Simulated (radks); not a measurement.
Neutral zinc inside a hard spherical wall (all orbitals vanish at R), configuration held at [Ar] 3d10 4s2 and not refilled when levels cross. All-electron calculation, scalar-relativistic Kohn-Sham, PBE, spin-polarised, spherical densities, finite nucleus; Fermi nuclear charge, rms radius 3.9283 fm. Program: a radial shooting solver on a logarithmic mesh with Libxc functionals. Eigenvalues in eV for spin up, with the zero of energy where the potential of the charges vanishes at infinity; a dash marks a level that is unbound or too diffuse for the functional's potential to be trusted. A positive occupied level is held by the wall or, in an anion where self-interaction has pushed it up, behind a barrier. The pressure on the wall is -dE/dV.

| R (bohr) | E (hartree) | kinetic (hartree) | e(3s) | e(3p) | e(3d) | e(4s) | e(4p, empty) | e(5s, empty) | pressure (GPa) |
|---|---|---|---|---|---|---|---|---|---|
| free | -1796.00997 | 1824.587 | -129.23 | -83.403 | -10.141 | -5.979 | -1.116 | - | 0 |
| 20 | -1796.00997 | 1824.587 | -129.23 | -83.403 | -10.141 | -5.979 | -1.115 | - | < 0.0001 |
| 15 | -1796.00997 | 1824.587 | -129.23 | -83.403 | -10.140 | -5.979 | -1.111 | 0.269 | < 0.0001 |
| 10 | -1796.00986 | 1824.589 | -129.22 | -83.390 | -10.128 | -5.969 | -1.011 | 1.433 | 0.00343 |
| 4 | -1795.78020 | 1825.610 | -125.08 | -79.269 | -6.143 | -0.926 | 7.278 | 35.097 | 45.9 |
| 2.5 | -1793.68030 | 1832.835 | -109.83 | -64.276 | 8.850 | 26.762 | 41.801 | 141.46 | 1590 |
| 2 | -1789.73702 | 1845.643 | -92.976 | -47.561 | 26.960 | 68.377 | 88.741 | 266.57 | 7990 |
| 1.5 | -1774.61764 | 1892.464 | -50.995 | -4.124 | 75.815 | 198.87 | 224.90 | 590.79 | 61800 |
